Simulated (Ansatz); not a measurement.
Q: Name a neutral molecule of Al, C, F, Si and H with HOMO energy (PBE/def2-TZVPP) between -6.70 and -6.40 eV and HOMO–LUMO gap (PBE/def2-TZVPP) between 4.20 and 4.50 eV (Ansatz, PBE0-D4/def2-TZVP geometry).

A: `F[CH](F)[AlH][SiH3]` (-6.46 eV, 4.41 eV). Other molecules can fit too; these were computed, each in one conformer that needn't be the lowest.
